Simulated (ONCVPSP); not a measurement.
**P (Z = 15): excitation energies, all-electron against ONCV**

```json
{"Element": "phosphorus", "Generator": "ONCVPSP 4.0.1", "Type": "optimised norm-conserving Vanderbilt (ONCV)", "Functional": "LDA (Perdew-Wang 92)", "Relativity": "scalar-relativistic", "Frozen core": "[He]", "Valence charge": "13", "Reference configuration": "2s2 2p6 3s2 3p3", "Partial waves": "2s+3s: rc 0.70 bohr, ncon 4, nbas 7, qcut 22.8 1/bohr, 2 projectors; 2p+3p: rc 1.00 bohr, ncon 4, nbas 8, qcut 14.1 1/bohr, 2 projectors; d scattering state at 0.11 Ha: rc 1.00 bohr, ncon 3, nbas 7, qcut 10.4 1/bohr, 1 projector", "Local potential": "polynomial inside 0.60 bohr (lpopt 2, dvloc0 4 Ha)", "Core correction": "Teter function, fcfact 5.75, rcfact 1.75"}
```

Energies are relative to the spin-unpolarised reference configuration 2s2 2p6 3s2 3p3; without spin polarisation the order of configurations can differ from experiment.

```
valence configuration  charge  ΔE all-electron (eV)  error AE − PS (meV)
      2s2 2p6 3s2 3p2      +1                 9.815                 +0.3
      2s2 2p6 3s2 3p1      +2                29.059                 +2.6
      2s2 2p6 3s2 3p0      +3                58.948                  +10
```

Q: What are ΔE and the potential's error for 2s2 2p6 3s0 3p5?

A: ΔE = 17.139 eV all-electron; the error (AE − PS) is +1.6 meV.

Levels in the configuration 2s2 2p6 3s2 3p1:

```tsv
level	all-electron (eV)	pseudo (eV)
2s	-196.673	-196.655
2p	-148.112	-148.016
3s	-34.012	-34.010
3p	-24.391	-24.385
```
